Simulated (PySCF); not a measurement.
# Vibration and rotation of CaO

TPSSh constants of CaO, ¹Σ⁺ (singlet), closed shell (Ca def2-SVPD, O def2-SVPD; no relativity (PySCF 2.14); masses 39.9626 and 15.9949 u):

```
ωe           : 782.7 cm⁻¹
ωexe         : 3.12 cm⁻¹
Be           : 0.4394 cm⁻¹
αe           : 0.00245 cm⁻¹
De to Ca + O : 4.58 eV
```

Q: What force constant and bond length do these constants imply?

A: Reduced mass μred = 11.423 u; k = 5.8918×10⁻⁷·μred·ωe² (u, cm⁻¹, mdyn/Å) = 4.12 mdyn/Å; Re = √(16.8576/(μred·Be)) (u, cm⁻¹, Å) = 1.833 Å.

Q: Estimate the centrifugal constant D from the Kratzer relation and find the Dunham coefficient a1.

A: D = 4Be³/ωe² = 5.54e-07 cm⁻¹; a1 = −1 − αeωe/(6Be²) = -2.66.
